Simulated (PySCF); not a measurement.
Si(H)(NH2)3 (H7N3Si), SMILES N[SiH](N)N.

The structure is a stationary point at PBE0-D3(BJ)/def2-SVP. The values are those of a single conformer.

These are PBE/def2-TZVP (PySCF) values and carry that method's errors.

Symmetry labels are those of the subgroup Cs that the program uses (full group Cs).

Computed valence orbital energies around the gap with their symmetry:
```tsv
orbital	symmetry	energy (eV)
HOMO−7	A'	-11.84
HOMO−6	A"	-11.38
HOMO−5	A"	-9.76
HOMO−4	A'	-9.36
HOMO−3	A'	-8.07
HOMO−2	A'	-6.41
HOMO−1	A'	-5.77
HOMO	A"	-5.39
LUMO	A'	0.24
LUMO+1	A'	0.78
LUMO+2	A"	0.80
LUMO+3	A'	1.75
```
